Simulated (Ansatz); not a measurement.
C3H7ClSi can be A, `[SiH3]/C=C\CCl`, or B, `[SiH3]C/C=C/Cl`.

Gas-phase electronic energies from Ansatz, PBE0-D4/def2-TZVP geometries. CBS: MP2 limit from def2 TZ/QZ plus the TZ coupled-cluster correction, frozen cores. Double bonds are as drawn, so ΔE can hold a change between cis and trans. Functionals use def2-TZVPP. B3LYP here is the variant with VWN-RPA as its local correlation; programs differ in this. One conformer a species, not always the lowest.

**Question.** Which isomer does CCSD(T)/CBS put lower? Give the gap. (An estimate is asked.)

**Answer.** Ansatz gave: B, by 4.5 kJ/mol.

**Question.** Give E(B) − E(A) in kJ/mol with PBE0-D4, PBE-D4, ωB97M-V, B3LYP-D4, B2PLYP, MP2/def2-TZVPP, r2SCAN-D4. (Estimate.)

**Answer.** Computed: PBE0-D4 -9.2, PBE-D4 -10.3, ωB97M-V -7.1, B3LYP-D4 -5.2, B2PLYP -6.6, MP2/def2-TZVPP -8.4, r2SCAN-D4 -10.1. None reverses the order clearly.

Largest T1 diagnostic: 0.011.

In def2-TZVPP, CCSD(T) changes the Hartree–Fock value by −5.5 kJ/mol (the triples alone add −0.4 kJ/mol) and MP2 by −8.0 kJ/mol.
